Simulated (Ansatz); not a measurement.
Gas-phase electronic energies from Ansatz, PBE0-D4/def2-TZVP geometries. CCSD(T)/CBS is the MP2 limit (def2-TZVPP, def2-QZVPP) plus CCSD(T) − MP2 in def2-TZVPP, frozen cores. DFT in def2-TZVPP. For Zn outer-core shells are correlated without core-valence functions, which leaves a few kJ/mol of doubt a bond. Scalar relativity is left out up to krypton. One conformer a species, not always the lowest.

`FB(CCl)[SiH2]S` + `O[SiH2][CH2][ZnH]` → `O[SiH2]C[SiH2]S` + `F[B]([ZnH])CCl`  (redistribution)

Is it downhill or uphill in electronic energy at CCSD(T)/CBS, and by how much? (An estimate is asked.)

Computed: Uphill: ΔE = +8.3 kJ/mol.

What do these levels give: r2SCAN-D4, PBE0-D4, ωB97X-V, PBE, PBE0, HF/def2-TZVPP, MP2/def2-TZVPP, CCSD/def2-TZVPP, CCSD(T)/def2-TZVPP, HF/def2-QZVPP, MP2/def2-QZVPP, HF/CBS(def2)? (Estimate.)

Ansatz gave: r2SCAN-D4 11.9, PBE0-D4 10.2, ωB97X-V 8.0, PBE 7.2, PBE0 7.0, HF/def2-TZVPP -3.6, MP2/def2-TZVPP 10.0, CCSD/def2-TZVPP 7.0, CCSD(T)/def2-TZVPP 9.3, HF/def2-QZVPP -4.6, MP2/def2-QZVPP 9.1, HF/CBS(def2) -4.7 kJ/mol.

Largest T1 diagnostic among the species: 0.014.

The D4 term adds +5.9 kJ/mol with B3LYP and +3.2 kJ/mol with PBE0; it sums over pairs of atoms, weighted by their polarisabilities, and B3LYP, whose exchange is more repulsive, gets the larger term. In def2-TZVPP, CCSD(T) changes the Hartree–Fock value by +12.9 kJ/mol (the triples alone add +2.3 kJ/mol) and MP2 by +13.6 kJ/mol.

B3LYP here is the variant with VWN-RPA as its local correlation; programs differ in this.
